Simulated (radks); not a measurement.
The numbers below are computed, except where a source is named.
Problem. The bromine ion Br2+, [Ar] 3d10 4s2 4p3. Level of theory: non-relativistic Kohn-Sham, PBE, spin-polarised, spherical densities, point nucleus (a radial shooting solver on a logarithmic mesh with Libxc functionals). Every spin shell is full or empty, so the densities are truly spherical. Functionals are evaluated on that one density, not self-consistently. Rank these exchange functionals by their error against the exact value of the orbitals, and give that value: LDA, RPBE, PW91, PW86, OPTX, WC, SOGGA, EV93, APBE, revTPSS, MS2.

Solution. Exact: -88.9945 hartree. From best to worst, with 100 (|E| - |E exact|)/|E exact| (equal figures are ties): PW91 +0.06, EV93 +0.08, PW86 +0.10, RPBE -0.10, MS2 -0.38, APBE +0.48, revTPSS -0.76, OPTX +0.91, WC -0.94, SOGGA -2.52, LDA -5.57.
